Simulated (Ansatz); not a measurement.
```yaml
crystal:
  periodic: [false, false, false]
  atoms:
    - {symbol: Sn, position_ang: [0.365079, -0.193594, -0.531034]}
    - {symbol: S, position_ang: [0.205424, 0.028869, 1.896796]}
    - {symbol: H, position_ang: [-0.894469, -0.029179, 2.362535]}
    - {symbol: H, position_ang: [1.859341, 0.114178, -0.897568]}
    - {symbol: H, position_ang: [-0.532731, 1.429936, -1.319560]}
    - {symbol: H, position_ang: [-0.676870, -1.529786, -1.055115]}
basis:
  gaussian: {orbitals: STO-3G}
total_charge: 1
magnetization: {spin_polarized: true, initial_magnetization: 1}
hamiltonian: {xc: {name: BLYP}, dispersion: d3bj}
```

```sh
$ ansatz run in.yaml --threads 4 --pin off --events-out ev --progress --plain --max-ram 3916MiB
```

Output, abridged:

```
Functional definition: BLYP
  name "BLYP"
  cite "Becke, Phys. Rev. A 38, 3098 (1988) doi:10.1103/PhysRevA.38.3098"
  cite "Lee, Yang & Parr, Phys. Rev. B 37, 785 (1988) doi:10.1103/PhysRevB.37.785"
  parameter beta = 0.0042
  parameter a = 0.04918
  parameter b = 0.132
  parameter c = 0.2533
  parameter d = 0.349
  exchange = b88_x(beta = beta)
  correlation = lyp_c(a = a, b = b, c = c, d = d)
503 factors; integrals over basis functions are off by at most 3.2e-5 eV
mean field evaluation 1: about -173090.9245 eV, gradient 1.2e1 eV
mean field evaluation 2: about -173087.7356 eV, gradient 2.1e1 eV
mean field evaluation 4: about -173092.4380 eV, gradient 3.3e0 eV
mean field evaluation 8: about -173092.5324 eV, gradient 9.8e-2 eV
mean field evaluation 16: about -173092.5326 eV, gradient 7.2e-5 eV
mean field -173092.53257754 eV, -6361.0332458921 hartree, gradient 7.2e-5 eV, S^2 0.755780; 1 other end points of the search recorded, 0 dependent functions left out
reference -173092.53279726 eV, -6361.0332539665 hartree; 35, 34 occupied and 5, 6 virtual orbitals, 503 factors
Total energy: -173092.78199171 eV, -6361.0424116939 hartree
```

It took 0.6 s on 4 threads of Arm Neoverse V1 on a shared host.
